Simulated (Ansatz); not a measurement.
Cost and result for the atomization energy of GaH5NOSi, SMILES `[NH2][Ga][O][SiH3]` radical (9 atoms, 8 bonds).

```tsv
atom	x (Å)	y (Å)	z (Å)
N1	-2.003	0.520	-1.680
Ga2	-1.374	0.312	0.035
O3	0.368	-0.122	0.105
Si4	1.523	-0.527	1.181
H5	-2.884	0.989	-1.826
H6	-1.328	0.797	-2.380
H7	2.699	0.372	1.021
H8	1.033	-0.410	2.585
H9	1.966	-1.931	0.960
```

Total charge 0; spin multiplicity 2. Correlated methods include outer-core shells of Ga, which these sets cover unevenly. Scalar relativity is left out up to krypton. Geometry: relaxed with PBE0-D4/def2-TZVP. It is one conformer, not always the lowest. Program: Ansatz. All runs use 4 threads of a server CPU on a shared host. Times are those of one run each, without the atoms' runs, and a repeat can differ threefold. Electronic energies, without spin–orbit coupling; frozen cores. CCSD(T)/CBS adds CCSD(T) − MP2 in def2-TZVPP to the MP2 limit, and its time is that of the two runs behind it. T1 = 0.016; ⟨S²⟩ of the reference is 0.76. With those shells the extrapolation isn't a true limit. B3LYP takes the VWN-RPA correlation (the form of Gaussian; ORCA's B3LYP/G). HSE06 is the plane-wave form, built on full-range PBE exchange.

CCSD(T)/CBS is a level of theory with its own doubt, some kJ/mol a heavy atom from the limit and from the frozen cores, so smaller differences don't rank the functionals.

```json
{"level": "LDA (SPW92)/def2-TZVPP", "functions": "222", "wall time": "1.3 s"}
{"level": "PBE0-D4/def2-TZVPP", "functions": "222", "wall time": "3.3 s"}
{"level": "BHLYP-D4/def2-TZVPP", "functions": "222", "wall time": "3.9 s"}
{"level": "HSE06-D4/def2-TZVPP", "functions": "222", "wall time": "4.2 s"}
{"level": "B3LYP-D4/def2-TZVPP (with forces)", "functions": "222", "wall time": "4.3 s"}
{"level": "r2SCAN-D4/def2-TZVPP (with forces)", "functions": "222", "wall time": "4.3 s"}
{"level": "PBE-QIDH/def2-TZVPP", "functions": "222", "wall time": "5.5 s"}
{"level": "B2PLYP/def2-TZVPP", "functions": "222", "wall time": "6.5 s"}
{"level": "ωB97X-V/def2-TZVPP", "functions": "222", "wall time": "8 s"}
{"level": "CCSD(T)/def2-SVP", "functions": "103", "wall time": "12 s"}
{"level": "MP2/def2-QZVPP", "functions": "423", "wall time": "21 s"}
{"level": "CCSD(T)/def2-TZVPP", "functions": "222", "wall time": "4 min"}
{"level": "CCSD(T)/CBS(def2)", "functions": "–", "wall time": "4.3 min"}
```

What atomization energy does each give, and how far from CCSD(T)/CBS? (Best estimate.)

Ansatz gave: 
| level | atomization (kJ/mol) | difference from CCSD(T)/CBS | per bond |
| --- | --- | --- | --- |
| LDA (SPW92)/def2-TZVPP | 3222.0 | 380.7 | 47.6 |
| PBE0-D4/def2-TZVPP | 2791.3 | -50.0 | -6.2 |
| BHLYP-D4/def2-TZVPP | 2744.0 | -97.3 | -12.2 |
| HSE06-D4/def2-TZVPP | 2793.5 | -47.8 | -6.0 |
| B3LYP-D4/def2-TZVPP (with forces) | 2824.6 | -16.7 | -2.1 |
| r2SCAN-D4/def2-TZVPP (with forces) | 2836.2 | -5.1 | -0.6 |
| PBE-QIDH/def2-TZVPP | 2792.7 | -48.6 | -6.1 |
| B2PLYP/def2-TZVPP | 2802.9 | -38.4 | -4.8 |
| ωB97X-V/def2-TZVPP | 2848.7 | 7.4 | 0.9 |
| CCSD(T)/def2-SVP | 2611.9 | -229.4 | -28.7 |
| MP2/def2-QZVPP | 2857.1 | 15.8 | 2.0 |
| CCSD(T)/def2-TZVPP | 2764.1 | -77.2 | -9.6 |
| CCSD(T)/CBS(def2) | 2841.3 | 0.0 | 0.0 |

From r2SCAN to r2SCAN0 (25 % exact exchange), in def2-TZVPP and without D4, the atomization energy moves by −56.5 kJ/mol: exact exchange takes away binding that semilocal exchange gives to molecules. In def2-TZVPP, CCSD(T) changes the Hartree–Fock value by +773.9 kJ/mol (the triples alone add +42.4 kJ/mol) and MP2 by +819.5 kJ/mol; breaking electron pairs costs correlation energy, which Hartree–Fock lacks. At CCSD(T), def2-SVP lies −229.3 kJ/mol from the extrapolated value and def2-TZVPP −77.1 kJ/mol: correlation converges slowly with the basis, and small sets miss more of it in the bonded molecule than in its fragments.
